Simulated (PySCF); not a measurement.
Molfile (atoms numbered from 1):
```
C8H9N
     RDKit          3D

 18 17  0  0  0  0  0  0  0  0999 V2000
    1.7225   -1.9612   -1.9040 C   0  0  0  0  0  0  0  0  0  0  0  0
    1.0127   -1.0393   -1.2550 C   0  0  0  0  0  0  0  0  0  0  0  0
    0.8830   -1.0227    0.1763 C   0  0  0  0  0  0  0  0  0  0  0  0
    0.0813   -0.1924    0.8815 C   0  0  0  0  0  0  0  0  0  0  0  0
    0.1460   -0.2366    2.2926 C   0  0  0  0  0  0  0  0  0  0  0  0
    0.1935   -0.2721    3.4388 N   0  0  0  0  0  0  0  0  0  0  0  0
   -0.8736    0.7792    0.3169 C   0  0  0  0  0  0  0  0  0  0  0  0
   -1.7261    0.4351   -0.6412 C   0  0  0  0  0  0  0  0  0  0  0  0
   -0.8404    2.1472    0.9287 C   0  0  0  0  0  0  0  0  0  0  0  0
    2.2168   -2.7636   -1.3811 H   0  0  0  0  0  0  0  0  0  0  0  0
    1.8235   -1.9520   -2.9752 H   0  0  0  0  0  0  0  0  0  0  0  0
    0.5127   -0.2507   -1.8010 H   0  0  0  0  0  0  0  0  0  0  0  0
    1.5126   -1.7150    0.7229 H   0  0  0  0  0  0  0  0  0  0  0  0
   -1.7681   -0.5653   -1.0374 H   0  0  0  0  0  0  0  0  0  0  0  0
   -2.4321    1.1430   -1.0417 H   0  0  0  0  0  0  0  0  0  0  0  0
    0.1405    2.6009    0.7853 H   0  0  0  0  0  0  0  0  0  0  0  0
   -1.5947    2.7882    0.4801 H   0  0  0  0  0  0  0  0  0  0  0  0
   -1.0188    2.0835    2.0019 H   0  0  0  0  0  0  0  0  0  0  0  0
  1  2  2  0
  2  3  1  0
  3  4  2  0
  4  5  1  0
  5  6  3  0
  4  7  1  0
  7  8  2  0
  7  9  1  0
  1 10  1  0
  1 11  1  0
  2 12  1  0
  3 13  1  0
  8 14  1  0
  8 15  1  0
  9 16  1  0
  9 17  1  0
  9 18  1  0
M  END
```

PySCF calculation with coordinates at the GFN2-xTB level and PBE0/pcSseg-1 with gauge-including orbitals; no relativistic terms, gas phase, averaged over atoms made equivalent by symmetry, fast rotation or ring inversion, a single conformation.

Scale: TMS for $^{13}$C, $^{1}$H; $^{15}$N vs NH3 (reference shieldings calculated alike).

```
      atoms   nucleus  count  δ (ppm)
         C7  $^{13}$C      1        ?
        H13   $^{1}$H      1     7.03
         N6  $^{15}$N      1        ?
        H10   $^{1}$H      1     5.97
         C2  $^{13}$C      1    141.7
         C4  $^{13}$C      1        ?
        H12   $^{1}$H      1     7.25
H16/H17/H18   $^{1}$H      3     2.18
         C9  $^{13}$C      1     25.4
        H14   $^{1}$H      1        ?
         C8  $^{13}$C      1    127.6
         C1  $^{13}$C      1    133.0
        H15   $^{1}$H      1     5.68
        H11   $^{1}$H      1     5.82
         C3  $^{13}$C      1    153.2
         C5  $^{13}$C      1        ?
```

Q: Estimate the values marked ?.

A: 
- C7: 148.1 ppm, fully substituted alkene carbon; an sp2 carbon of a C=C bond
- C5: 124.2 ppm, nitrile carbon; typical of a nitrile
- C4: 123.5 ppm, fully substituted alkene carbon; as expected for a trigonal carbon in a double bond
- H14: 5.29 ppm, hydrogen on a terminal =CH2 carbon; a vinylic proton, deshielded by the sp2 carbon and the C=C anisotropy
- N6: 320.2 ppm, nitrile nitrogen

Shifts are as computed. Against solution values, carbons near 30 ppm lie about +3 ppm off and those near 130 ppm about +5 ppm. Of 1313 compounds with measured shifts, 239 miss one by over three times the rms of a fit or turn the order of signals round; such compounds aren't used in these exercises. Experimental scales use liquid or dissolved standards, which lie at an offset from isolated NH3 (liquid NH3: subtract about 20 ppm). Unscaled 15N shifts of sp2 nitrogen come out 20 to 40 ppm too high even then.
